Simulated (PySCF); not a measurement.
Record of a relaxation.

C6H13As.
Numbering: `[CH3:1][C@@H:2]1[CH2:3][AsH:4][C@H:5]([CH3:6])[CH2:7]1` (hydrogens: H8, H9, H10 on C1; H11 on C2; H12, H13 on C3; H14 on As4; H15 on C5; H16, H17, H18 on C6; H19, H20 on C7)

Method: PySCF, PBE0-D3(BJ)/def2-SVP geometry optimisation, gas phase; density fitting, grid level 1; the optimiser is geomeTRIC in internal coordinates, started from a GFN2-xTB structure with every atom displaced at random (about 0.01 Å). The frame can shift and turn from step to step; on so coarse a grid that alone can change the energy by a few meV, and forces under 0.02 eV/Å are noise.

Step 0: E = -67249.0178 eV, largest atomic force 1.135 eV/Å
```
atom  x, y, z in Å  |  force x, y, z in eV/Å
C1     -2.384    0.332   -0.517   -0.615   0.932   0.206
C2     -1.092   -0.341   -0.201    0.613   0.490   0.248
C3     -0.931   -0.580    1.289    0.906   0.066   0.129
As4     1.010   -1.114    1.555   -0.805   0.195  -0.148
C5      1.396   -0.248   -0.222    0.481   0.876   0.342
C6      2.588    0.708   -0.126   -0.432  -0.573   0.235
C7      0.133    0.481   -0.643   -0.740  -0.678   0.429
H8     -2.435    1.337   -0.041    0.022  -0.273  -0.061
H9     -3.249   -0.232   -0.156   -0.178  -0.169   0.031
H10    -2.509    0.503   -1.585   -0.085  -0.028  -0.482
H11    -1.069   -1.306   -0.710    0.119  -0.448  -0.225
H12    -1.084    0.355    1.852   -0.035   0.052  -0.005
H13    -1.636   -1.314    1.673   -0.128  -0.365   0.240
H14     0.753   -2.485    0.955    0.092  -0.235  -0.018
H15     1.623   -1.042   -0.935    0.046  -0.274  -0.180
H16     2.769    1.209   -1.073    0.118   0.199  -0.501
H17     2.418    1.485    0.626   -0.070   0.148   0.198
H18     3.483    0.161    0.160    0.484  -0.092   0.064
H19     0.111    0.639   -1.721    0.052   0.192  -0.439
H20     0.054    1.469   -0.150    0.154  -0.015  -0.063
```

Step 1: E = -67249.1181 eV, largest atomic force 0.198 eV/Å
```
atom  x, y, z in Å  |  force x, y, z in eV/Å
C1     -2.572    0.541   -0.558    0.067  -0.049  -0.013
C2     -1.262   -0.164   -0.227   -0.052  -0.114  -0.066
C3     -1.081   -0.423    1.266   -0.074  -0.080   0.074
As4     0.810   -0.952    1.536   -0.034  -0.048  -0.026
C5      1.253   -0.098   -0.237   -0.057  -0.175  -0.074
C6      2.464    0.813   -0.163    0.049   0.098  -0.004
C7     -0.029    0.609   -0.681    0.060   0.077  -0.113
H8     -2.615    1.526   -0.068   -0.014   0.069   0.029
H9     -3.439   -0.041   -0.213   -0.012  -0.014   0.003
H10    -2.683    0.703   -1.641    0.006  -0.009  -0.005
H11    -1.252   -1.147   -0.742   -0.006   0.073   0.033
H12    -1.254    0.506    1.836    0.026   0.000   0.015
H13    -1.772   -1.183    1.666    0.077   0.047  -0.035
H14     0.620   -2.362    0.962    0.011   0.088   0.033
H15     1.464   -0.932   -0.930   -0.013   0.073   0.068
H16     2.653    1.305   -1.135   -0.014  -0.042   0.048
H17     2.317    1.611    0.584    0.010  -0.010  -0.017
H18     3.378    0.267    0.117   -0.028  -0.001  -0.013
H19    -0.031    0.764   -1.776    0.002   0.004   0.062
H20    -0.062    1.617   -0.225   -0.005   0.012   0.001
```

Step 2: E = -67249.1198 eV, largest atomic force 0.029 eV/Å
```
atom  x, y, z in Å  |  force x, y, z in eV/Å
C1     -2.570    0.540   -0.558    0.010   0.003   0.008
C2     -1.262   -0.165   -0.228   -0.019  -0.007  -0.002
C3     -1.081   -0.425    1.267   -0.025   0.013   0.006
As4     0.809   -0.948    1.538    0.014   0.018  -0.002
C5      1.250   -0.099   -0.237   -0.014  -0.024   0.000
C6      2.462    0.813   -0.164    0.019   0.022   0.002
C7     -0.029    0.612   -0.683    0.017   0.011  -0.001
H8     -2.617    1.527   -0.068   -0.003  -0.007  -0.005
H9     -3.437   -0.045   -0.216   -0.005   0.002  -0.002
H10    -2.679    0.700   -1.642   -0.003  -0.001  -0.002
H11    -1.251   -1.144   -0.743   -0.002   0.007   0.004
H12    -1.253    0.501    1.840    0.002  -0.001  -0.003
H13    -1.767   -1.188    1.665    0.009  -0.006  -0.011
H14     0.621   -2.353    0.967    0.006  -0.014   0.001
H15     1.461   -0.932   -0.926    0.001   0.006   0.004
H16     2.651    1.298   -1.137    0.001  -0.007  -0.001
H17     2.318    1.614    0.580   -0.004  -0.005  -0.003
H18     3.374    0.265    0.116    0.002  -0.002  -0.002
H19    -0.031    0.769   -1.775   -0.002  -0.002   0.005
H20    -0.062    1.620   -0.226   -0.004  -0.006   0.004
```

Step 3: E = -67249.1199 eV, largest atomic force under 0.02 eV/Å
```
atom  x, y, z in Å  |  force x, y, z in eV/Å
C1     -2.571    0.540   -0.559    0.003   0.005   0.003
C2     -1.263   -0.165   -0.228    0.003   0.004   0.004
C3     -1.082   -0.426    1.267   -0.002   0.010  -0.001
As4     0.809   -0.944    1.540   -0.002   0.014  -0.001
C5      1.250   -0.099   -0.236   -0.003   0.004   0.007
C6      2.463    0.814   -0.166    0.002   0.000  -0.001
C7     -0.029    0.612   -0.681    0.004  -0.001   0.005
H8     -2.619    1.527   -0.069    0.000  -0.005  -0.003
H9     -3.439   -0.045   -0.218    0.000   0.001  -0.001
H10    -2.679    0.700   -1.643   -0.001  -0.001  -0.001
H11    -1.251   -1.144   -0.743   -0.001  -0.005  -0.002
H12    -1.257    0.500    1.841   -0.001  -0.002   0.001
H13    -1.766   -1.191    1.664    0.000  -0.010  -0.002
H14     0.627   -2.352    0.972    0.003  -0.007   0.004
H15     1.461   -0.933   -0.924   -0.003  -0.004  -0.006
H16     2.651    1.296   -1.140    0.001  -0.001  -0.005
H17     2.319    1.616    0.577   -0.002   0.000   0.000
H18     3.375    0.264    0.115    0.001  -0.001   0.001
H19    -0.031    0.770   -1.774    0.000   0.002  -0.005
H20    -0.063    1.620   -0.224   -0.001  -0.003   0.004
```

Problem. Summarise the path.

Solution. The energy falls by 9.85 kJ/mol from step 0 to step 3; nine tenths of that is first reached at step 1. It falls at every step. The largest force goes from 1.135 to under 0.02 eV/Å. Among the bonds C3–As4 changes most, from 2.031 to 1.980 Å; the atoms move by 0.041 Å rms after alignment.

Problem. Follow the three bonds and two angles with the largest change from start to end.

Solution. 
```json
{"step": "0", "E above end (kJ/mol)": "9.85", "largest force (eV/Å)": "1.135", "C3–As4 (Å)": "2.031", "C1–C2 (Å)": "1.491", "C6–H16 (Å)": "1.087", "C3–As4–H14 (°)": "91.4", "C6–C5–C7 (°)": "111.4"}
{"step": "1", "E above end (kJ/mol)": "0.18", "largest force (eV/Å)": "0.198", "C3–As4 (Å)": "1.982", "C1–C2 (Å)": "1.524", "C6–H16 (Å)": "1.105", "C3–As4–H14 (°)": "94.4", "C6–C5–C7 (°)": "113.9"}
{"step": "2", "E above end (kJ/mol)": "0.01", "largest force (eV/Å)": "0.029", "C3–As4 (Å)": "1.979", "C1–C2 (Å)": "1.522", "C6–H16 (Å)": "1.103", "C3–As4–H14 (°)": "94.3", "C6–C5–C7 (°)": "113.7"}
{"step": "3", "E above end (kJ/mol)": "0.00", "largest force (eV/Å)": "under 0.02", "C3–As4 (Å)": "1.980", "C1–C2 (Å)": "1.522", "C6–H16 (Å)": "1.103", "C3–As4–H14 (°)": "94.4", "C6–C5–C7 (°)": "113.7"}
```

What follows is the cost of the whole optimisation. The run took 73 s of wall time on Arm Neoverse V2, one thread, on a shared host, and the process peaked at 0.78 GiB of memory.
